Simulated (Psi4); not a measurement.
Psi4 input (wB97X-D/6-31G*):

```
memory 1500 MB

molecule {
0 3
P    -0.00000000   -0.00000000   -0.08928302
H     0.00000000    0.00000000    1.33924536
symmetry c1
no_reorient
no_com
}

set {
  basis 6-31G*
  reference uks
  scf_type pk
  dft_radial_points 99
  dft_spherical_points 590
  e_convergence 1e-8
  d_convergence 1e-7
  maxiter 150
}

e = energy('wb97x-d')
print_out(f'\nFINAL {e:.10f} DIPOLE {variable("CURRENT DIPOLE")[0]:.6f} {variable("CURRENT DIPOLE")[1]:.6f} {variable("CURRENT DIPOLE")[2]:.6f}\n')
```

From the last part of the output:

```
      10A      0.122874    11A      0.299430    12A      0.373784
      13A      0.380269    14A      0.380269    15A      0.716624
      16A      0.716624    17A      0.725183    18A      0.725183
      19A      0.786834    20A      1.140308    21A      3.473191

    Beta Occupied:

       1A    -77.253497     2A     -6.687590     3A     -4.833484
       4A     -4.829782     5A     -4.829782     6A     -0.647906
       7A     -0.400771

    Beta Virtual:

       8A     -0.047627     9A     -0.047627    10A      0.143287
      11A      0.309256    12A      0.380995    13A      0.414981
      14A      0.414981    15A      0.787627    16A      0.787627
      17A      0.810670    18A      0.824603    19A      0.824603
      20A      1.157598    21A      3.516288

    Final Occupation by Irrep:
              A
    DOCC [     7 ]
    SOCC [     2 ]
    NA   [     9 ]
    NB   [     7 ]

  @UKS Final Energy:  -341.84974632278312

   => Energetics <=

    Nuclear Repulsion Energy =              5.5565281524543462
    One-Electron Energy =                -483.2768103518033058
    Two-Electron Energy =                 152.9604605280851501
    DFT Exchange-Correlation Energy =     -17.0899209852495275
    Empirical Dispersion Energy =          -0.0000036662697948
    VV10 Nonlocal Energy =                  0.0000000000000000
    Total Energy =                       -341.8497463227831190

  UHF NO Occupations:
  HONO-2 :    7  A 1.9976811
  HONO-1 :    8  A 1.0000000
  HONO-0 :    9  A 1.0000000
  LUNO+0 :   10  A 0.0023189
  LUNO+1 :   11  A 0.0003786
  LUNO+2 :   12  A 0.0000001
  LUNO+3 :   13  A 0.0000000

Computation Completed

Properties will be evaluated at   0.000000,   0.000000,   0.000000 [a0]

Properties computed using the SCF density matrix

 Multipole Moments:

 ------------------------------------------------------------------------------------
     Multipole            Electronic (a.u.)      Nuclear  (a.u.)        Total (a.u.)
 ------------------------------------------------------------------------------------

 L = 1.  Multiply by 2.5417464519 to convert [e a0] to [Debye]
 Dipole X            :          0.0000000            0.0000000            0.0000000
 Dipole Y            :         -0.0000000            0.0000000           -0.0000000
 Dipole Z            :          0.2857614            0.0000001            0.2857615
 Magnitude           :                                                    0.2857615

 ------------------------------------------------------------------------------------

FINAL -341.8497463228 DIPOLE 0.000000 -0.000000 0.285762

*** Psi4 exiting successfully. Buy a developer a beer!
```
